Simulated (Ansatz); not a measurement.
`C[C](=O)[GeH2][F]` and `CC(=O)[O][SnH3]` differ in one atom or group.

Ansatz, PBE0-D4/def2-TZVP geometries, multiplicity 1. Each molecule was computed in one conformer, which needn't be the lowest.

Elements past krypton have def2 core potentials. Scalar relativity is left out up to krypton.

| property | `C[C](=O)[GeH2][F]` |
| --- | --- |
| size of the dipole moment (ωB97M-V/def2-TZVPP) / D | 0.58 |
| HOMO–LUMO gap (B3LYP/def2-TZVPP) / eV | 5.38 |
| size of the dipole moment (B3LYP/def2-TZVPP) / D | 0.63 |
| zero-point energy (PBE0-D4/def2-TZVP) / kJ/mol | 168.1 |
| HOMO–LUMO gap (PBE0/def2-TZVPP) / eV | 5.84 |
| HOMO energy (PBE/def2-TZVPP) / eV | -5.80 |

Problem. What does the change do to each property? (Best estimate.)

Solution. Ansatz gave: 
```csv
property,`CC(=O)[O][SnH3]`,shift
size of the dipole moment (ωB97M-V/def2-TZVPP) / D,0.93,0.35
HOMO–LUMO gap (B3LYP/def2-TZVPP) / eV,7.04,1.66
size of the dipole moment (B3LYP/def2-TZVPP) / D,0.93,0.30
zero-point energy (PBE0-D4/def2-TZVP) / kJ/mol,189.0,20.9
HOMO–LUMO gap (PBE0/def2-TZVPP) / eV,7.54,1.70
HOMO energy (PBE/def2-TZVPP) / eV,-6.43,-0.63
```

With PBE0 the HOMO falls by 0.81 eV and the LUMO rises by 0.89 eV, so the gap widens by about 1.70 eV. PBE moves the HOMO by -0.63 eV and ωB97M-V by -0.94 eV. The zero-point energy changes by 20.9 kJ/mol with +3 modes. Dipoles are sizes alone; their direction can turn.

B3LYP here is the variant with VWN-RPA as its local correlation; programs differ in this.
